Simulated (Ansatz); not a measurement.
Br$_{3}$HOTi, SMILES `[OH][Ti]([Br])([Br])[Br]`, relaxed with RKS PBE-D4/def2-SVP in the Gaussian-basis code of Ansatz from a rough embedded geometry. The force threshold is 0.03 eV/Å; the program also tests the step.

The species carries charge 0 and has multiplicity 1.

Start:

```xyz
6

O    -1.136   -0.568    1.107
Ti    0.049    0.054   -0.298
Br   -1.105   -0.281   -2.461
Br    0.559    2.434   -0.059
Br    2.200   -1.236   -0.284
H    -0.568   -0.403    1.994
```

| step | energy (eV) | largest force (eV/Å) | largest move (Å) |
| --- | --- | --- | --- |
| 1 | -235254.7785 | 3.767 | 0.000 |
| 2 | -235255.4587 | 1.615 | 0.199 |
| 3 | -235255.5813 | 0.450 | 0.052 |
| 4 | -235255.6051 | 0.242 | 0.074 |
| 5 | -235255.6146 | 0.903 | 0.149 |
| 6 | -235255.6327 | 0.129 | 0.200 |
| 7 | -235255.6353 | 0.015 | 0.095 |

End:

```xyz
6

O    -0.869   -0.454    1.044
Ti    0.094    0.064   -0.325
Br   -1.100   -0.316   -2.308
Br    0.593    2.345   -0.090
Br    2.112   -1.131   -0.337
H    -0.829   -0.508    2.015
```

Run time 16 s (4 threads of an Arm Neoverse V2 on a shared host); peak host memory 0.26 GiB.
